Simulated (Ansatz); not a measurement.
CH$_{6}$OSiZn, singlet, geometry from GFN2-xTB (such geometries of metal compounds can be far from the true shape); Ansatz (a quantum-chemistry and plane-wave program) with B3LYP/pcseg-2.

Here is a job for Ansatz.
Ansatz 0.2 input:
```yaml
crystal:
  periodic: [false, false, false]
  atoms:
    - {symbol: Zn, position_ang: [0.41339946, -0.20628616, -0.24800384]}
    - {symbol: O, position_ang: [-1.21492888, -0.27005790, -0.89890395]}
    - {symbol: C, position_ang: [-2.20627517, -0.59509321, -1.81428426]}
    - {symbol: H, position_ang: [-3.15311428, -0.14323021, -1.49054806]}
    - {symbol: H, position_ang: [-1.97367843, -0.21524794, -2.81757856]}
    - {symbol: H, position_ang: [-2.35214032, -1.68110424, -1.88214625]}
    - {symbol: Si, position_ang: [1.03699268, 0.77781165, 1.77690417]}
    - {symbol: H, position_ang: [0.46831110, 0.07008051, 2.93152359]}
    - {symbol: H, position_ang: [0.56728453, 2.16607506, 1.87115068]}
    - {symbol: H, position_ang: [2.48053817, 0.83367107, 2.02799289]}
basis:
  gaussian:
    orbitals: pcseg-2
hamiltonian:
  xc: b3lyp
```

Problem. What does Ansatz print? Leave out banner, timings and long lists.

Solution. 
```
Functional definition: B3LYP
1400 factors; their error is unknown
mean field evaluation 1: about -59472.7012 eV, gradient 7.8e1 eV
mean field evaluation 2: about -59363.8558 eV, gradient 2.1e2 eV
mean field evaluation 4: about -59483.1398 eV, gradient 2.3e1 eV
mean field evaluation 8: about -59483.7293 eV, gradient 1.5e-1 eV
mean field evaluation 16: about -59483.9286 eV, gradient 3.3e-4 eV
mean field -59483.92862854 eV, -2185.9940574440 hartree, gradient 2.1e-5 eV, S^2 0.000000; 0 other end points of the search recorded, 0 dependent functions left out
reference -59483.92896192 eV, -2185.9940696953 hartree; 32, 32 occupied and 202, 202 virtual orbitals, 1400 factors
Total energy: -59483.92896192 eV, -2185.9940696953 hartree
```
